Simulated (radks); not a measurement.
Problem. Radial electron density D(r) = 4 pi r^2 rho(r) of an atom or ion with 28 electrons. All-electron calculation, scalar-relativistic Kohn-Sham, LDA (Slater exchange, Perdew-Wang correlation), spin-unpolarised, spherical densities, finite nucleus; Fermi nuclear charge, rms radius of each element as measured or else 0.836 A^(1/3) + 0.57 fm. Program: a radial shooting solver on a logarithmic mesh with Libxc functionals.

```
   r/bohr * D(r) (the largest magnitude, 43.8, reaches the edge; | marks zero)
 0.006029 |        *
 0.006798 |          *
 0.007665 |            *
 0.008642 |              *
 0.009744 |                 *
   0.0109 |                    *
  0.01229 |                       *
  0.01385 |                           *
  0.01562 |                              *
  0.01761 |                                  *
  0.01986 |                                      *
  0.02239 |                                         *
  0.02525 |                                            *
  0.02846 |                                              *
  0.03209 |                                               *
  0.03618 |                                               *
  0.04047 |                                              *
  0.04563 |                                            *
  0.05145 |                                          *
  0.05801 |                                       *
  0.06541 |                                      *
  0.07375 |                                     *
  0.08315 |                                      *
  0.09375 |                                         *
   0.1057 |                                             *
   0.1192 |                                                 *
   0.1333 |                                                    *
   0.1503 |                                                      *
   0.1695 |                                                     *
   0.1911 |                                                 *
   0.2154 |                                           *
   0.2429 |                                     *
   0.2739 |                               *
   0.3088 |                           *
   0.3482 |                          *
   0.3925 |                           *
   0.4426 |                              *
    0.495 |                                *
   0.5582 |                                *
   0.6293 |                               *
   0.7096 |                           *
      0.8 |                      *
    0.902 |                *
    1.017 |           *
    1.147 |       *
    1.293 |    *
    1.458 |  *
     1.63 | *
    1.838 |*
    2.073 *
    2.337 *
    2.635 *
    2.971 *
```

What is the nuclear charge?

Solution. Z = 31. The innermost maximum, from 1s, lies near gamma/Z bohr with gamma = sqrt(1 - (Z/c)^2) = 0.974, here 0.0314 bohr (found: 0.0339), and its height grows with Z. The density is that of the gallium ion Ga3+ in [Ar] 3d10; the configuration itself is not fixed sharply by these data, and Z only to about a unit. D(r) has 3 maxima, at r = 0.0339, 0.154, 0.545 bohr, and minima at 0.0726, 0.343 bohr, inside which lie 2.10, 10.96 electrons.
